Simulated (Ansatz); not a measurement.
A CCSD(T) single point on C₂H₆S₂W (`[CH3][W]([CH3])(=[S])=[S]`).

```yaml
crystal:
  periodic: [false, false, false]
  atoms:
    - {symbol: C, position_ang: [-1.654711, 0.509090, 0.414609]}
    - {symbol: W, position_ang: [0.142861, 0.371975, -0.646091]}
    - {symbol: C, position_ang: [1.498886, -0.915540, 0.291310]}
    - {symbol: S, position_ang: [-0.281762, -0.399437, -2.572893]}
    - {symbol: S, position_ang: [1.011538, 2.302285, -0.731881]}
    - {symbol: H, position_ang: [-1.443430, 0.894388, 1.418805]}
    - {symbol: H, position_ang: [-2.377879, 1.173349, -0.064560]}
    - {symbol: H, position_ang: [-2.098022, -0.491084, 0.484728]}
    - {symbol: H, position_ang: [1.704087, -0.535739, 1.298993]}
    - {symbol: H, position_ang: [2.446734, -0.994894, -0.246358]}
    - {symbol: H, position_ang: [1.051707, -1.914393, 0.353348]}
basis:
  gaussian: {orbitals: def2-SVP}
correlation: {method: ccsd_t}
```

```sh
$ ansatz run in.yaml --threads 4 --pin off --events-out ev --progress --plain --max-ram 11315MiB
```

Output of Ansatz, abridged:

```
Functional definition: HF
1239 factors; integrals over basis functions are off by at most 1.3e-3 eV
mean field evaluation 1: about -25584.6473 eV, gradient 4.5e1 eV
mean field evaluation 2: about -25584.6613 eV, gradient 4.5e1 eV
mean field evaluation 4: about -25589.5995 eV, gradient 8.8e0 eV
mean field evaluation 8: about -25589.8332 eV, gradient 2.9e-1 eV
mean field evaluation 16: about -25589.7883 eV, gradient 2.4e0 eV
mean field evaluation 32: about -25580.7996 eV, gradient 7.0e-2 eV
mean field evaluation 64: about -25581.9594 eV, gradient 1.8e-3 eV
mean field -25589.83438200 eV, -940.4090681258 hartree, gradient 2.0e-6 eV, S^2 0.000000; 0 other end points of the search recorded, 0 dependent functions left out
12 core orbitals not correlated: weight in the atoms' cores, before any rotation towards them, 1.000 or more for the frozen orbitals, at most 0.000 for the correlated occupied ones
reference -25589.83438200 eV, -940.4090681258 hartree; 20, 20 occupied and 94, 94 virtual orbitals, 1239 factors
second order -25.86117811 eV of doubles, -0.00000000 eV of singles
cycle   1  -23.96703220 eV  change     1.9e0 eV  update   2.8e-1
cycle   2  -25.26116678 eV  change    -1.3e0 eV  update   1.7e-1
cycle   3  -25.60377333 eV  change   -3.4e-1 eV  update   4.2e-2
cycle   4  -25.60812748 eV  change   -4.4e-3 eV  update   1.9e-2
cycle   5  -25.60640814 eV  change    1.7e-3 eV  update   6.2e-3
cycle   6  -25.60666750 eV  change   -2.6e-4 eV  update   2.7e-3
cycle   7  -25.60462161 eV  change    2.0e-3 eV  update   1.3e-3
cycle   8  -25.60487796 eV  change   -2.6e-4 eV  update   4.2e-4
cycle   9  -25.60531502 eV  change   -4.4e-4 eV  update   2.1e-4
cycle  10  -25.60527134 eV  change    4.4e-5 eV  update   8.5e-5
cycle  11  -25.60517739 eV  change    9.4e-5 eV  update   4.3e-5
cycle  12  -25.60519307 eV  change   -1.6e-5 eV  update   1.5e-5
perturbative correction -1.38423259 eV, -0.0508696096 hartree
Total energy: -25616.82380766 eV, -941.4009112247 hartree
```

It took 21 s on 4 threads of an Arm Neoverse V1 on a shared host, with 0.84 GiB of host memory at the peak.

MP2 recovers 95.8 % of the CCSD(T) correlation energy and the triples give 5.1 %; T1 = 0.0223.
